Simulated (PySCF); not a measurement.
Excitation energy of Zn⁺ by level of theory

Zn⁺ [Ar] 3d10 4s1 (2S) → Zn⁺ [Ar] 3d9 4s2 (2D), as a difference of total energies. Calculation: PySCF 2.14, in aug-cc-pVDZ-DK; scalar relativity by spin-free X2C-1e. Correlated levels: valence: [Ar] frozen. The calculations carry no spin-orbit coupling.

Problem. Order these methods by the excitation energy they give, lowest first.
A. SCS-MP2 (valence)
B. MP2 (valence)
C. CCSD(T) (valence)
D. CCSD (valence)

Solution. D (7.745 eV), C (7.788 eV), A (8.073 eV), B (8.477 eV).

Errors of the correlated levels include the incompleteness of this basis and the frozen core.

For comparison: 7.910 eV (measured; NIST levels, between the centres of gravity of the two terms).
